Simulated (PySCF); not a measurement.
CCl3, SMILES Cl[C](Cl)Cl (connectivity only; charge and spin as stated), charge +1, multiplicity 1. Atoms are numbered in the order given.

```xyz
4

Cl     1.6640     0.0000     0.0000
C      0.0000     0.0000     0.0000
Cl    -0.8320     1.4411     0.0000
Cl    -0.8320    -1.4411     0.0000
```
Charge +1, spin multiplicity 1.

The structure is a stationary point at PBE-D3(BJ)/def2-SVP. The multiplicity is an assumed one; other spin states were not compared. The isomer is the one that the SMILES or the coordinates give; other isomers of the formula were not compared.

These are PBE-D3(BJ)/def2-SVP (PySCF 2.14.0) values and carry that method's errors.

Frequencies are harmonic and unscaled.

Modes within 1.5 cm⁻¹ of each other (mostly degenerate sets) share a row, with their intensities summed.

```
mode  ν (cm⁻¹)  IR (km/mol)  moving atoms (share of kinetic energy)
----  --------  -----------  --------------------------------------
1–2        306          0.7                                 Cl 94 %
3          509          0.0                         C 90 %, Cl 10 %
4          534          0.0                                Cl 100 %
5–6       1022        512.4                         C 84 %, Cl 16 %
```
